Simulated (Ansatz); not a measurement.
CH5OSSi, SMILES `CO[SiH]S` radical. The species carries charge 0 and has multiplicity 2. Geometry: relaxed with PBE0-D4/def2-TZVP. It is one conformer, not always the lowest.

```xyz
9

C    -0.952    0.599   -1.115
O    -0.542   -0.080    0.053
Si    0.988   -0.012    0.654
S     1.283   -1.538    2.105
H    -1.904    0.173   -1.434
H    -1.093    1.667   -0.922
H    -0.226    0.481   -1.928
H     1.972   -0.309   -0.435
H     0.474   -0.980    3.022
```

Question: What is the dipole moment at ωB97M-V/def2-TZVPP? (Best estimate.)

Answer: Computed: 1.83 D, with components (-0.79, 1.38, -0.91) D in this frame, pointing from negative to positive charge.

Question: And with PBE, r2SCAN, B3LYP? (Estimate.)

Answer: The calculation gave: PBE 1.70 D, r2SCAN 1.79 D, B3LYP 1.79 D.

Question: Give the Mulliken charges with ωB97M-V, B3LYP, r2SCAN in def2-TZVPP. (An estimate is asked.)

Answer: Computed: 
```json
{"atom": "C1", "ωB97M-V": "-0.18", "B3LYP": "-0.12", "r2SCAN": "0.01"}
{"atom": "O2", "ωB97M-V": "-0.32", "B3LYP": "-0.33", "r2SCAN": "-0.35"}
{"atom": "Si3", "ωB97M-V": "0.27", "B3LYP": "0.34", "r2SCAN": "0.36"}
{"atom": "S4", "ωB97M-V": "-0.22", "B3LYP": "-0.24", "r2SCAN": "-0.24"}
{"atom": "H5", "ωB97M-V": "0.13", "B3LYP": "0.11", "r2SCAN": "0.07"}
{"atom": "H6", "ωB97M-V": "0.12", "B3LYP": "0.10", "r2SCAN": "0.06"}
{"atom": "H7", "ωB97M-V": "0.11", "B3LYP": "0.10", "r2SCAN": "0.06"}
{"atom": "H8", "ωB97M-V": "-0.03", "B3LYP": "-0.07", "r2SCAN": "-0.08"}
{"atom": "H9", "ωB97M-V": "0.12", "B3LYP": "0.11", "r2SCAN": "0.11"}
```

B3LYP here is the variant with VWN-RPA as its local correlation; programs differ in this.
